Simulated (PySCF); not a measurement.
Gas-phase reaction: 2 ZrOCl₂ + H₂O + 2 Cl → 2 ZrCl₃OH + O

Computed with PySCF (xtb for GFN2) and rigid-rotor harmonic-oscillator thermochemistry at 1 bar. † marks an energy on the PBE0/def2-TZVP geometry and frequencies; other levels use their own. MP2 freezes the core. Open shells (unrestricted): Cl (multiplicity 2, electronic degeneracy 6), O (multiplicity 3, electronic degeneracy 9); the rest are closed-shell singlets. GFN2 has no spin-polarisation term. Spin-orbit splitting is ignored; it lowers the true energy and changes the entropy of Cl, O. B3LYP is the form with VWN-RPA correlation. Zr: scalar-relativistic def2 core potential, no spin-orbit coupling. ZrOCl₂, ZrCl₃OH: computed as isolated molecules; such fragments, hydroxides, amides, oligomers or adducts are transient or little studied in the gas. MP2 isn't extrapolated to the basis-set limit; its ΔH°(298 K) is -505.4 kJ in def2-SVP and -482.9 kJ in def2-TZVPP. The harmonic model lacks anharmonicity and excited electronic states, which grow with temperature; levels with a mode under 35 cm⁻¹ are left out. Soft modes under 120 cm⁻¹ make the harmonic entropy rough for ZrOCl₂, ZrCl₃OH.

```json
[
 {"level": "B3LYP/def2-TZVP†", "ΔE electronic, kJ": "-527", "ΔH°(298 K), kJ": "-527", "ΔS°(298 K), J/K": "-278", "ΔG°(1400 K), kJ": "-164"},
 {"level": "GFN2-xTB", "ΔE electronic, kJ": "-419", "ΔH°(298 K), kJ": "-420", "ΔS°(298 K), J/K": "-245", "ΔG°(1400 K), kJ": "-104"},
 {"level": "MP2/def2-SVP†", "ΔE electronic, kJ": "-506", "ΔH°(298 K), kJ": "-505", "ΔS°(298 K), J/K": "-278", "ΔG°(1400 K), kJ": "-142"},
 {"level": "PBE/def2-SVP", "ΔE electronic, kJ": "-550", "ΔH°(298 K), kJ": "-549", "ΔS°(298 K), J/K": "-279", "ΔG°(1400 K), kJ": "-185"},
 {"level": "PBE/def2-TZVP†", "ΔE electronic, kJ": "-506", "ΔH°(298 K), kJ": "-506", "ΔS°(298 K), J/K": "-278", "ΔG°(1400 K), kJ": "-143"},
 {"level": "PBE0/def2-QZVP†", "ΔE electronic, kJ": "-546", "ΔH°(298 K), kJ": "-546", "ΔS°(298 K), J/K": "-278", "ΔG°(1400 K), kJ": "-183"},
 {"level": "PBE0/def2-TZVP", "ΔE electronic, kJ": "-557", "ΔH°(298 K), kJ": "-556", "ΔS°(298 K), J/K": "-278", "ΔG°(1400 K), kJ": "-194"},
 {"level": "r2SCAN/def2-TZVP†", "ΔE electronic, kJ": "-567", "ΔH°(298 K), kJ": "-567", "ΔS°(298 K), J/K": "-278", "ΔG°(1400 K), kJ": "-204"},
 {"level": "LDA/def2-TZVP†", "ΔE electronic, kJ": "-575", "ΔH°(298 K), kJ": "-574", "ΔS°(298 K), J/K": "-278", "ΔG°(1400 K), kJ": "-211"}
]
```
ΔH° is lowest at LDA/def2-TZVP† and highest at GFN2-xTB. No reference value is set beside these.
